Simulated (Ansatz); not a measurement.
`[SiH3][AlH][Al]1[CH2][CH2]1` + HCl → `[SiH3][AlH][Cl]` + `[CH2]1[CH2][AlH]1` at 700 K and 1 bar (cleavage of the Al–Al bond).

Computed with Ansatz on PBE0-D4/def2-TZVP structures; ΔE is electronic, products minus reactants. CCSD(T)/CBS is the MP2 limit (def2-TZVPP, def2-QZVPP) plus CCSD(T) − MP2 in def2-TZVPP, frozen cores. This one scheme is used for every species. One conformer a species, not always the lowest.

```tsv
species	CCSD(T)/CBS energy (Eh)	H − E (kJ/mol)	S (J/(mol·K))
`[SiH3][AlH][Al]1[CH2][CH2]1`	-853.94881	322.2	575.5
HCl	-460.38127	38.4	211.8
`[SiH3][AlH][Cl]`	-993.32756	147.5	429.0
`[CH2]1[CH2][AlH]1`	-321.05314	206.1	354.3
```

H − E and S are ideal-gas, rigid-rotor, harmonic terms from PBE0-D4/def2-TZVP, for one conformer and one mirror image of each species. 1 Eh = 2625.50 kJ/mol, R = 8.31446 J/(mol·K).

Problem. By hand: ΔE, ΔH, ΔS and ΔG.

Solution. ΔE = (-993.32756) + (-321.05314) − (-853.94881) − (-460.38127) = -0.05062 Eh = -132.9 kJ/mol. Δ(H − E) = 147.5 + 206.1 − 322.2 − 38.4 = -7.0, so ΔH = -139.9 kJ/mol. ΔS = 429.0 + 354.3 − 575.5 − 211.8 = -4.0 J/(mol·K). ΔG = -139.9 − 700 × (-4.0)/1000 = -137.1 kJ/mol.

Problem. By hand: the equilibrium constant, and the temperature at which ΔG would vanish if ΔH and ΔS stayed fixed.

Solution. log₁₀ K = −ΔG/(RT ln 10) = 10.2. ΔG = 0 at ΔH/ΔS = 34975 K, far beyond where these terms or the molecules hold.

The number of gas molecules stays the same, so ΔS is small and ΔH decides. A doubt of 5 kJ/mol in ΔE shifts log₁₀ K by 0.4 here. Other conformers and mirror images would add mixing entropy, several J/(mol·K) or more a flexible species. Modes under 60 cm⁻¹, often nearly free rotors, make the harmonic entropy too high. These are equilibria of isolated gas molecules and say nothing of rates. Largest T1 diagnostic: 0.017 (customary marks: 0.02 for closed shells, 0.045 for open ones).
